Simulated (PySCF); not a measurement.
# How methods differ on the excitation energy of Mn⁺

Mn⁺ [Ar] 3d5 4s1 (7S) → Mn⁺ [Ar] 3d6 (5D), as a difference of total energies. All numbers are calculated (PySCF 2.14, the spin-free X2C one-electron Hamiltonian (Gaussian nucleus), in aug-cc-pVDZ-DK (7s6p4d2f, 59 functions)). Correlated levels: valence: [Ar] frozen. The calculations carry no spin-orbit coupling.

```tsv
method	excitation energy (eV)
UHF	3.527
MP2 (valence)	2.275
SCS-MP2 (valence)	1.952
CCSD (valence)	2.369
CCSD(T) (valence)	2.320
```

Errors of the correlated levels include the incompleteness of this basis and the frozen core.

Which method comes closest to the reference value, and which is furthest?

The reference is 1.808 eV (measured; NIST levels, between the centres of gravity of the two terms). Closest: SCS-MP2 (valence) (error 0.144 eV); furthest: UHF (error 1.719 eV).
